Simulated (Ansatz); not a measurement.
# Worked example: SiF4 + SiH3(SnH3) → Si(SiH3)F3 + SnH3F

Species: SiF4 (silicon tetrafluoride) `F[Si](F)(F)F`, singlet; SiH3(SnH3), singlet; Si(SiH3)F3, singlet; SnH3F `[F][SnH3]`, singlet. The partners trade F for SiH3: Si–F and Sn–SiH3 bonds give way to Si–SiH3 and Sn–F.

Shapes, held fixed at every level: PBE0-D4/def2-TZVP. Programs: Ansatz 0.2.0. The zero-point and thermal change to 298 K, harmonic and unscaled (PBE0-D4/def2-TZVP), is -1.1 kJ/mol.

At CCSD(T)/def2-TZVPP; 1 Eh = 2625.50 kJ/mol:

```
   species  energy (Eh)
      SiF4  -688.313566
SiH3(SnH3)  -506.285385
Si(SiH3)F3  -879.344044
     SnH3F  -315.202823
```

**Question.** Work out ΔH(298 K) of the reaction at this level.

**Answer.** 
1. Products less reactants: (-879.344044) + (-315.202823) − [(-688.313566) + (-506.285385)] = 0.052084 Eh = +136.7 kJ/mol.
2. With the thermal change: +136.7 + (-1.1) = +135.6 kJ/mol.

Other levels give +107.5 (PBE-D4/def2-TZVPP) to +137.9 kJ/mol (CCSD/def2-TZVPP). No measured value is set beside it here. For atoms past krypton def2 sets carry core potentials with scalar relativity. Outer-core shells of Sn are correlated, in sets that cover them unevenly. The median of the other levels is +124.4 kJ/mol.
